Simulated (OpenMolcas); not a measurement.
# V2+, Nb2+, Ta2+: d3 down the group

| Item | Value |
| --- | --- |
| Program | OpenMolcas |
| Method | MS-CASPT2, IPEA 0.25 Eh, imaginary shift 0.1 Eh |
| Basis | ANO-RCC-VTZP |
| Scalar Hamiltonian | DKH2, point nucleus |
| Spin-orbit coupling | RASSI with atomic mean-field integrals over the reference wave functions, term energies averaged over their components |

Active space for each ion: 3 electrons in 6 orbitals (d s); closed shells correlated by CASPT2: V2+ 3s 3p; Nb2+ 4s 4p; Ta2+ 5s 5p.

Computed levels in cm-1 above 4F 3/2:

```
                               Level    V2+   Nb2+   Ta2+
                              4F 5/2    162    538   2800
                              4F 7/2    385   1225   5340
                              4F 9/2    663   2020   7390
                              4P 1/2  11800   8910  13830
                              4P 5/2  12060   9860  15110
                              2G 7/2  12160   9690  12400
                              2P 1/2  15580  11010   8280
                              2H 9/2  17320  13700  19540
                             2H 11/2  17510  14050  19390
weight of 4F in the lowest level (%)    100     99     83
```

Mixed levels, with the weight of the term that names them: Ta2+ 4P 5/2 (59 %), Ta2+ 2H 9/2 (56 %).

Measured, with the error of the calculation in %. Measured levels: V2+ from Sugar and Corliss, J. Phys. Chem. Ref. Data 7, 1191 (1978); Nb2+ from the list in Shadmi, J. Res. Natl. Bur. Stand. 70A, 435 (1966).

```tsv
Level	V2+	Nb2+
4F 5/2	146 (+11.6)	516 (+4.3)
4F 7/2	342 (+12.7)	1177 (+4.1)
4F 9/2	584 (+13.6)	1939 (+4.0)
4P 1/2	11514 (+2.5)	8664 (+2.8)
4P 5/2	11770 (+2.4)	9594 (+2.8)
2G 7/2	11966 (+1.6)	9236 (+5.0)
2P 1/2	15580 (0)	
2H 9/2	16811 (+3.0)	12916 (+6.0)
2H 11/2	16978 (+3.1)	13264 (+6.0)
```

The fine-structure level 4F 9/2 changes by a factor of 11.1 from V2+ to Ta2+.

Without spin-orbit coupling 4P lies 11580, 8390, 8670 cm-1 above 4F in that order; the difference to the level 4P 1/2, of either sign, comes from spin-orbit coupling, which also lowers the zero.

Term energies are means over components that CASPT2 splits; among the terms shown or strongly mixed into the levels shown the widest spread is 1200 cm-1 (3d3 4F, V2+). Terms from blocks run as CI alone lack orbitals of their own. The CASPT2 spread within a term exceeds the gap to the next term for 3d3 4P and 3d3 2G, so the order of their levels is uncertain (holds for V2+). Configurations are named by rounded mean occupations; where the s occupation lies near a half they are strongly mixed, a name can repeat and a true partner stay unpaired (holds for Nb2+; Ta2+). Computed and measured levels are paired by configuration, term and J; levels that our copy of the source lacks, or whose pairing is in doubt (as where it misses far off the trend of its configuration), stay unpaired and out of the deviations. Levels of configurations outside the active space are missing.
